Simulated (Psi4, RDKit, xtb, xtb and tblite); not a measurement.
Torsional profile of SMILES s1ccc2c1cc(-c1ccccn1)s2 (C₁₁H₇NS₂), singlet. Scanned: dihedral N13–C4–C5–S12; all other coordinates were relaxed at GFN2-xTB. Points at φ and −φ are mirror images. Heavy atoms are numbered in the order of the SMILES c1ccc(-c2cc3sccc3s2)nc1, hydrogens after them in the order of the atoms that carry them; the mirror image has the same energies with the sign of each dihedral reversed.

Levels: GFN2-xTB (xtb and tblite); GFN1-xTB // GFN2-xTB (xtb); MMFF94 // GFN2-xTB (RDKit); PBE-D3(BJ)/def2-SVP // GFN2-xTB (Psi4).

Energies relative to the lowest point of each profile, in kcal/mol; the last columns give the difference from PBE-D3(BJ):

```tsv
φ / °	GFN2-xTB	GFN1-xTB	MMFF94	PBE-D3(BJ)/def2-SVP	GFN2-xTB − PBE-D3(BJ)/def2-SVP	GFN1-xTB − PBE-D3(BJ)/def2-SVP	MMFF94 − PBE-D3(BJ)/def2-SVP
-150	1.1	1.3	0.0	2.2	-1.1	-0.9	-2.2
-120	4.0	4.3	0.8	6.0	-2.1	-1.7	-5.2
-90	5.8	6.2	2.2	8.6	-2.8	-2.5	-6.5
-60	4.2	4.5	2.0	6.0	-1.8	-1.5	-4.0
-30	1.8	2.0	1.7	1.9	-0.1	0.1	-0.2
0	0.7	1.1	3.0	0.0	0.7	1.1	3.0
30	1.8	2.0	1.7	1.9	-0.1	0.1	-0.2
60	4.2	4.5	2.0	6.0	-1.8	-1.5	-4.0
90	5.8	6.2	2.2	8.6	-2.8	-2.5	-6.5
120	4.0	4.3	0.8	6.0	-2.1	-1.7	-5.2
150	1.1	1.3	0.0	2.2	-1.1	-0.9	-2.2
180	0.0	0.0	0.2	0.7	-0.7	-0.7	-0.5
```

GFN2-xTB is furthest from PBE-D3(BJ)/def2-SVP at -90 (-2.8 kcal/mol, below); its mean absolute difference over the points is 1.4 kcal/mol.

GFN1-xTB is furthest from PBE-D3(BJ)/def2-SVP at -90 (-2.5 kcal/mol, below); its mean absolute difference over the points is 1.3 kcal/mol.

MMFF94 is furthest from PBE-D3(BJ)/def2-SVP at -90 (-6.5 kcal/mol, below); its mean absolute difference over the points is 3.3 kcal/mol.
